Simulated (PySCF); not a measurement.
C2F4, triplet, geometry from GFN2-xTB (a higher spin typed on purpose: for a closed-shell molecule this is an excited state), atoms displaced at random by about 0.03 Å a coordinate; HF/STO-3G, gradient (PySCF).

The PySCF input:
```python
from pyscf import gto, scf

mol = gto.M(
    atom='''
F    -1.34911510    0.76193138    0.73463500
C    -0.72029306   -0.26953997    0.17274800
F    -1.49004092   -0.79543900   -0.77739023
C     0.66806880   -0.20957203   -0.11311685
F     1.26684199    0.84583443   -0.83441644
F     1.57745675   -0.54688690    0.89348944
''',
    basis='sto-3g',
    spin=2,
    verbose=3,
)

mf = scf.UHF(mol)
mf.conv_tol = 1e-11
mf.kernel()
g = mf.nuc_grad_method()
grad = g.kernel()
```

Output, abridged:

```
converged SCF energy = -466.856942388292  <S^2> = 2.008098  2S+1 = 3.0053938
--------------- UHF gradients ---------------
         x                y                z
0 F     0.0086191044    -0.0225668531    -0.0171491887
1 C     0.0717144313     0.0072446964    -0.0171717000
2 F     0.0169433846     0.0167344950     0.0205073118
3 C    -0.1638079256    -0.0341716728     0.0074301893
4 F     0.0328145324     0.0377745985    -0.0220238279
5 F     0.0337164729    -0.0050152640     0.0284072155
----------------------------------------------
```
